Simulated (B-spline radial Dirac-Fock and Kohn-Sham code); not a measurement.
# How the settings move the core levels of Sb

ΔSCF core binding energies without Breit or QED terms, calculated with a radial atomic solver. Keys: rel is the Hamiltonian (dirac, or spin-free x2c and nr, where L3 and M5 stand for the whole 2p and 3d shells), method is hf or an exchange,correlation pair (spin-unpolarised, also for the hole states), nuc the nuclear model, radius_factor scales its radius, rmax is the box in bohr, h the logarithmic mesh step, order the B-spline order, points the quadrature points per cell, c_factor scales the speed of light, and damp, ndamp, maxit and tol steer the iteration. The run stops when the commutator error falls below 10·tol·max(1, Z/10), or the numerical noise floor, and the energy has settled to about 1e-8 Ha; the virial ratio is −V/T.

Base input:

```json
{"items": [{"Z": 51, "q": 0, "cfg": [[1, 0, 2], [2, 0, 2], [2, 1, 6], [3, 0, 2], [3, 1, 6], [3, 2, 10], [4, 0, 2], [4, 1, 6], [4, 2, 10], [5, 0, 2], [5, 1, 3]], "A": 121, "rrms": 4.6802, "do": "settings", "holes": ["K", "L3", "M5"],
  "settings": [{"rel": "dirac", "method": "hf", "nuc": "fermi", "radius_factor": 1.0, "rmax": 45.0, "h": 0.3, "order": 8, "points": 10, "c_factor": 1.0, "maxit": 60, "damp": 0.5, "ndamp": 3, "tol": 1e-08}]}]}
```

The ground state converged in 11 iterations, with total energy -6480.51973 Ha, virial ratio 1.94762 and highest orbital energy -7.89 eV. ΔSCF binding energies: K (1s) 30601.2 eV, L3 (2p3/2) 4149.2 eV, M5 (3d5/2) 536.6 eV.

Changes from the base run:

| changed setting | Δ total energy (Ha) | Δ K (eV) | Δ L3 (eV) | Δ M5 (eV) | iterations |
| --- | --- | --- | --- | --- | --- |
| method = "pw91,pw91" | ? | ? | ? | ? | ? |
| c_factor = 5.0 | +160.91043 | -1082.98 | +3.77 | +11.72 | 10 |
| radius_factor = 1.2; rmax = 30.0; h = 0.12 | +0.07313 | -0.84 | +0.01 | 0.00 | 10 |
| rmax = 30.0 | 0.00000 | 0.00 | 0.00 | 0.00 | 11 |
| radius_factor = 0.5; order = 6; tol = 1e-06 | -0.13180 | +1.52 | -0.01 | 0.00 | 8 |
| damp = 0.2 | 0.00000 | 0.00 | 0.00 | 0.00 | 10 |
| h = 0.5 | +0.12741 | +0.47 | +0.44 | +0.47 | 11 |
| method = "wc,pbe" | -2.03361 | +21.71 | -20.61 | -3.63 | 10 |
| method = "pw91,pw91"; radius_factor = 1.2; damp = 0.2 | -3.65729 | +28.76 | -19.95 | -3.46 | 11 |
| radius_factor = 1.2 | +0.07316 | -0.84 | +0.01 | 0.00 | 10 |
| rel = "x2c" | +2.53861 | -25.46 | +79.01 | +3.86 | 10 |
| nuc = "gauss"; rmax = 25.0; order = 6 | -0.00038 | +0.01 | 0.00 | 0.00 | 11 |
|  | 0.00000 | 0.00 | 0.00 | 0.00 | 11 |
| order = 6 | +0.00025 | 0.00 | 0.00 | 0.00 | 11 |

Question: What does the change method = "pw91,pw91" do?

Answer: The total energy moves by -3.73056 Ha and the binding energies by K +29.60 eV, L3 -19.96 eV, M5 -3.46 eV; the run takes 10 iterations.
